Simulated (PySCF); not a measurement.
**Cs₂ and its ions**

RHF-CCSD(T); PySCF, scalar-relativistic core potentials, basis sets Cs def2-SVPD with ECP46. Neutral (RHF): singlet (closed shell), Re = 4.790 Å, ωe = 36.3 cm⁻¹, De = 0.36 eV.

Cs₂⁺ (UHF): doublet (σ ↑), Re = 5.508 Å, ωe = 29.4 cm⁻¹, De = 0.63 eV to Cs⁺ + Cs. The energies at the minima are -39.81344 hartree for Cs2 and -39.68462 for Cs₂⁺.

(1) Work out the adiabatic ionisation energy, without and with harmonic zero-point energies (1 hartree = 27.2114 eV, 1 eV = 8065.5 cm⁻¹), and the change of the bond length.

Correlated steps freeze no core orbitals. Weak bonds: Cs2. Basis-set superposition, not corrected here, can be much of De in a small basis, most of all at correlated wavefunction levels. Spin–orbit coupling is left out. Where the molecule has an RHF reference, its open-shell atoms are computed with UHF. States were picked by a PBE0 search and need not be the measured ground states.

Neutral and ion stand on different kinds of reference determinant, which adds to the error of the difference.

Results:

(1) At CCSD(T): 0.12882 hartree = 3.505 eV between the minima; the zero-point term (29.4 − 36.3)/2 cm⁻¹ = -0.000 eV makes it 3.505 eV. Re changes by +71.8 pm against the neutral. The electron leaves a σ orbital, and the longer bond of the ion fits a bonding orbital, or a change in how ionic the bond is.
